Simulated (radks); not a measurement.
All-electron atom: Sb XXXI in [Ar] 3d3. Method: Dirac Kohn-Sham, LDA (Slater exchange, Perdew-Wang correlation), spin-unpolarised, spherical densities, finite nucleus; open shells are shared between the two j in proportion to 2j + 1; Fermi nuclear charge, rms radius 4.6802 fm; computed with a radial shooting solver on a logarithmic mesh with Libxc functionals.

Normalised radial functions P(r) = r R(r) (large component), r in bohr:

r           3s1/2    4p1/2
0.002562   0.3059   0.0142
0.002888   0.3357   0.0169
0.003256   0.3676   0.0201
0.003672   0.4014   0.0240
0.00414    0.4368   0.0286
0.004668   0.4737   0.0342
0.005263   0.5115   0.0410
0.005934   0.5497   0.0491
0.00669    0.5873   0.0589
0.007543   0.6235   0.0707
0.008505   0.6568   0.0847
0.009589   0.6856   0.1015
0.01081    0.7080   0.1213
0.01219    0.7216   0.1447
0.01374    0.7239   0.1721
0.0155     0.7118   0.2039
0.01747    0.6823   0.2405
0.0197     0.6322   0.2819
0.02221    0.5585   0.3282
0.02504    0.4585   0.3790
0.02824    0.3306   0.4334
0.03184    0.1747   0.4899
0.0359    -0.0076   0.5461
0.04047   -0.2117   0.5987
0.04563   -0.4299   0.6434
0.05145   -0.6507   0.6746
0.05801   -0.8587   0.6857
0.06541   -1.0347   0.6696
0.07375   -1.1570   0.6189
0.08315   -1.2032   0.5273
0.09375   -1.1527   0.3906
0.1057    -0.9910   0.2088
0.1192    -0.7129  -0.0126
0.1344    -0.3268  -0.2604
0.1515     0.1430  -0.5131
0.1708     0.6559  -0.7411
0.1926     1.1589  -0.9088
0.2172     1.5931  -0.9797
0.2448     1.9043  -0.9229
0.2761     2.0537  -0.7218
0.3113     2.0280  -0.3822
0.3509     1.8436   0.0629
0.3957     1.5431   0.5537
0.4461     1.1855   1.0121
0.503      0.8312   1.3588
0.5672     0.5278   1.5336
0.6395     0.3006   1.5151
0.721      0.1518   1.3281
0.8129     0.0671   1.0356
0.9166     0.0255   0.7158
1.033      0.0082   0.4352
1.165      0.0022   0.2303
1.314      0.0005   0.1046
1.481      0.0001   0.0401
1.67       0.0000   0.0128
1.883      0.0000   0.0033

3s1/2: eigenvalue -2080.1 eV, 2 radial nodes at r = 0.0357, 0.146 bohr, <r> = 0.308 bohr, 90 % of the charge inside 0.450 bohr. 4p1/2 (empty): eigenvalue -985.80 eV, 2 radial nodes at r = 0.118, 0.345 bohr, <r> = 0.598 bohr, 90 % of the charge inside 0.852 bohr.
